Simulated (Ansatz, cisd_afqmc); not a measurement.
Species: C, charge 0, triplet.

Total energies in def2-QZVPP, 4 correlated electrons, 1 frozen orbitals. Radicals and triplets start from unrestricted determinants; spin-orbit coupling is neglected. Correlated methods leave the cores frozen. No relativity. AFQMC is phaseless with a CISD trial state; ± is one standard error, without the phaseless bias. Outlying blocks are dropped, and bars are widened where a walk drifts. Over all cases where full CI ran beside it in this data, AFQMC minus full CI had a median of +0.1 mEh and passed +0.4 mEh in a tenth of the cases. Full CI freezes restricted core orbitals and the other rows unrestricted ones, which leaves a small offset even where coupled cluster is exact.

```csv
method,program,energy (Eh),error against FCI (mEh)
HF,Ansatz,-37.69363,93.29
MP2,Ansatz,-37.76525,21.66
CCSD,Ansatz,-37.78416,2.76
CCSD(T),Ansatz,-37.78651,0.40
CCSDT(Q),Ansatz,-37.78701,-0.10
CCSDTQ,Ansatz,-37.78702,-0.11
AFQMC/CISD,cisd_afqmc,-37.7867 ± 0.0001,0.2 ± 0.1
FCI,Ansatz,-37.78691,0.00
```

Ansatz is a program for electronic structure.
